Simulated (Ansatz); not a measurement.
Calculated with Ansatz (gas phase, PBE0-D4/def2-TZVP geometries, no zero-point term in ΔE). CCSD(T)/CBS adds triple-zeta CCSD(T) − MP2 to the extrapolated MP2 energy (def2 sets, frozen cores). Functionals use def2-TZVPP. Elements past krypton have def2 core potentials. For Ge, I outer-core shells are correlated without core-valence functions, which leaves a few kJ/mol of doubt a bond. Scalar relativity is left out up to krypton.

`[CH3][GeH]([Cl])[I]` → `CI` + `[Cl][GeH]`  (germylene formation by 1,1-elimination)

`[CH3][GeH]([Cl])[I]`:

Cartesian coordinates in Å:
```
C -0.700 -0.815 -0.287
Ge 0.535 0.643 0.016
Cl -0.575 2.314 0.801
I 2.249 -0.036 1.720
H -1.176 -1.085 0.654
H -1.460 -0.499 -1.003
H -0.158 -1.676 -0.680
H 1.283 1.155 -1.221
```

`CI`:

Cartesian coordinates in Å:
```
C 0.051 0.056 -0.215
I -0.430 -0.467 1.792
H 0.599 0.993 -0.189
H 0.661 -0.743 -0.626
H -0.880 0.161 -0.762
```

`[Cl][GeH]`:

Z-matrix (Å, degrees):
```
Ge
Cl 1 2.183
H 1 1.600 2 93.7
```

(1) Is it downhill or uphill in electronic energy at CCSD(T)/CBS, and by how much? (Best estimate.)

(2) What do these levels give: LDA (SPW92), PBE-QIDH, PBE0, SCS-MP2/def2-TZVPP, MP2/def2-QZVPP, MP2/CBS(def2)? (An estimate is asked.)

Largest T1 diagnostic among the species: 0.013.

## Answers

(1) Computed: Uphill: ΔE = +58.6 kcal/mol.

(2) Computed: LDA (SPW92) 63.7, PBE-QIDH 64.7, PBE0 58.3, SCS-MP2/def2-TZVPP 60.9, MP2/def2-QZVPP 64.6, MP2/CBS(def2) 64.2 kcal/mol.

From r2SCAN to r2SCAN0 (25 % exact exchange), in def2-TZVPP and without D4, ΔE moves by +2.0 kcal/mol. Leaving LDA and LC-ωPBE aside and taking each functional with its dispersion term where it has one, the values, not all of them listed here, spread over 15.8 kcal/mol, from BLYP-D4 to PBE-QIDH. LDA lies +10.3 kcal/mol from PBE without D4.
